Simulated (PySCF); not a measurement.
# `CCC(C)(C)N(C)C`, C7H17N

Cartesian coordinates in Å; atom numbers follow the order of the lines, from 1:
```xyz
25

C     2.040   -1.034    0.254
C     1.255   -0.422   -0.894
C    -0.037    0.318   -0.487
C    -0.736    0.811   -1.764
C     0.347    1.536    0.359
N    -0.887   -0.585    0.309
C    -1.310   -1.792   -0.358
C    -1.990    0.026    1.008
H     2.433   -0.265    0.936
H     1.402   -1.703    0.850
H     2.899   -1.612   -0.120
H     1.885    0.298   -1.443
H     1.008   -1.203   -1.632
H    -0.956   -0.019   -2.453
H    -1.684    1.320   -1.531
H    -0.099    1.528   -2.304
H     0.711    1.230    1.351
H     1.147    2.099   -0.144
H    -0.497    2.225    0.500
H    -1.777   -2.466    0.377
H    -0.455   -2.329   -0.790
H    -2.053   -1.630   -1.170
H    -2.480   -0.735    1.636
H    -2.776    0.450    0.343
H    -1.649    0.825    1.679
```

Theory: quadratic response CAM-B3LYP/def2-SVPD first hyperpolarisability, Taylor convention, gas phase in PySCF. Geometry: PBE0-D3(BJ)/def2-SVP.

(1) What is the first hyperpolarisability, and how does it disperse?

(2) Which lowest excitations, dipole and polarisabilities go with it?

Answers

(1) In au, Taylor convention; the vector part is βᵢ = ⅓ Σⱼ (βᵢⱼⱼ + βⱼᵢⱼ + βⱼⱼᵢ); β∥ is 3/5 of the vector part along the dipole, the dipole points from − to +:
```csv
process,λ (nm),β vector norm,β∥,β HRS,depolarisation ratio
"static β(0;0,0)",∞,127.3,-72.8,48.2,7.26
"second harmonic β(−2ω;ω,ω)",1907,133.3,-76.1,50.5,7.29
"Pockels β(−ω;ω,0)",1907,129.3,-73.9,–,–
"second harmonic β(−2ω;ω,ω)",1064,148.2,-84.3,56.0,7.34
"Pockels β(−ω;ω,0)",1064,133.8,-76.4,–,–
```

(2) S1 5.86 eV (f = 0.008); S2 6.64 eV (f = 0.003); S3 6.70 eV (f = 0.008); dipole 0.52 D; isotropic α 94.7 au static, 94.9 au at 1907 nm, 95.3 au at 1064 nm, 95.5 au at 953.5 nm, 97.3 au at 532 nm.
